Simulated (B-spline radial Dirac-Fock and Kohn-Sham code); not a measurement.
**What relativity does to the binding energies of Sc⁶⁺**

System: Sc⁶⁺ in the configuration [Ne] 3s2 3p3.

Both columns are ΔSCF binding energies of the configuration average from a B-spline atomic structure program: non-relativistic Hartree-Fock with a point nucleus, and Dirac-Fock with a finite nucleus and the Coulomb interaction alone, averaged over the two j levels with weights 2j+1.

```
shell  Hartree-Fock (eV)  Dirac-Fock (eV)  shift (eV)  shift (%)
   1s             4599.2           4625.8      +26.57      +0.58
   2s              620.4            625.5       +5.10      +0.82
   3s              157.0            157.9       +0.87      +0.56
   3p              133.3            133.5       +0.13      +0.09
```

Relativity binds 1s, 2s, 3s, 3p more strongly, among those listed most of all 2s in relative terms.

Values without a named source are computed, but for edge energies of neutral atoms, which are taken from tables.
